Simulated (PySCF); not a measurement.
## Spinor energies of Fe²⁴⁺ (iron, charge +24)

Start: 1s2. Calculated with PySCF 2.14 in an uncontracted even-tempered set (15 s from 29 bohr⁻², ratio 2.4; 9 p from 37 bohr⁻², ratio 2.4; 3 d from 120 bohr⁻², ratio 2.6; 3 f from 180 bohr⁻², ratio 2.6): generalised Hartree-Fock with the X2C-1e Hamiltonian and a Gaussian nucleus; one run each with spin-orbit coupling (SO) switched off, then screened by Boettger's factors.

```tsv
spinor shell	electrons	ε, spin-free (eV)	ε, screened SO (eV)	weight of nominal j (screened SO)	rms radius, screened SO (bohr)
1s1/2	2	-8835.2	-8835.2	1.000	0.0667
```

```csv
quantity,spin-free,screened SO
E (hartree),-665.72276,-665.72276
M_J,0,0
⟨J²⟩,0.000,0.000
⟨L²⟩,0.000,0.000
⟨S²⟩,0.000,0.000
```

Without spin-orbit coupling the j labels of p, d and f shells carry no meaning; the spin-free column gives the mean over the occupied spinors of each nl shell.
